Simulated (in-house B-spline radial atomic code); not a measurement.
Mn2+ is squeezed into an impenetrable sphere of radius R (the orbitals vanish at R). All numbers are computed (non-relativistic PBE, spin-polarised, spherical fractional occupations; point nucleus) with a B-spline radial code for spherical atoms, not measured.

Energies in eV above the free ion in [Ar] 3d5:

```csv
R (bohr),highest level (eV),[Ar] 3d5,[Ne] 3s2 3p5 3d6,-dE/dV in [Ar] 3d5 (GPa)
8.57,-26,0,47.25,2.8e-05
6.82,-26,0.0006881,47.25,0.00305
5.2,-26,0.03062,47.29,0.222
4.31,-25.7,0.2259,47.51,2.32
3.51,-24.6,1.319,48.75,20.4
2.96,-22.4,4.586,52.44,105
2.48,-17.4,14.85,63.73,537
2.03,-5.53,51.2,102.3,3130
1.65,19.8,165.6,219.9,17000
1.49,39.8,281.8,337.3,37100
```

Problem. Does [Ne] 3s2 3p5 3d6 fall below [Ar] 3d5 under compression?

Solution. No, it stays above over the whole range.

The highest level is first positive in the row R = 1.65 bohr, pushed up by confinement above the zero of the free ion's potential. Each configuration is held fixed and needn't be the lowest in the sphere.
